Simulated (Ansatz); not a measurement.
An input meant for SbH2(SiMe3) (C3H11SbSi) (charge 0, singlet; atoms displaced at random, 0.08 Å in each coordinate).

```yaml
crystal:
  periodic: [false, false, false]
  atoms:
    - {symbol: Sb, position_ang: [1.132087, 1.890890, 1.554254]}
    - {symbol: H, position_ang: [2.468818, 1.828373, 0.484557]}
    - {symbol: H, position_ang: [0.428908, 3.210389, 0.565101]}
    - {symbol: Si, position_ang: [0.033522, -0.057326, 0.063593]}
    - {symbol: C, position_ang: [0.956068, -1.733830, 0.595656]}
    - {symbol: C, position_ang: [-1.880022, -0.105122, 0.813362]}
    - {symbol: C, position_ang: [-0.026774, 0.342373, -1.690474]}
    - {symbol: H, position_ang: [0.476433, -2.462314, -0.009949]}
    - {symbol: H, position_ang: [0.845163, -2.088123, 1.589511]}
    - {symbol: H, position_ang: [2.048440, -1.571323, 0.173609]}
    - {symbol: H, position_ang: [-1.867321, -0.389023, 1.902480]}
    - {symbol: H, position_ang: [-2.526046, 0.722748, 0.537409]}
    - {symbol: H, position_ang: [-2.382568, -1.017753, 0.200099]}
    - {symbol: H, position_ang: [-0.550505, 1.237606, -1.991206]}
    - {symbol: H, position_ang: [1.075806, 0.403636, -2.196603]}
    - {symbol: H, position_ang: [-0.498820, -0.631099, -2.192596]}
basis:
  gaussian: {orbitals: def2-TZVP}
hamiltonian: {xc: {name: wB97}}
outputs: {forces: true}
output: {forces: true}
```

```sh
$ ansatz run in.yaml --threads 4 --pin off --events-out ev --progress --plain --max-ram 4787MiB
```

Problem. Predict how Ansatz answers.

Solution. The input was rejected before any iteration. The input holds a key that doesn't belong there.
```
Error: YAML parse error: error: line 23 column 1: unknown field `outputs`, expected one of crystal, accuracy, basis, kpoints, hamiltonian, magnetization, projection, total_charge, correlation, batch, efield, external_charges, scf, relax, neb, saddle, md, ramp, phonons, dielectric, real_time, elastic, magnetic_configurations, gw, evaluate, workflow, output, checkpoint, execution
21 |   gaussian: {orbitals: def2-TZVP}
22 | hamiltonian: {xc: {name: wB97}}
23 | outputs: {forces: true}
24 | output: {forces: true}
```
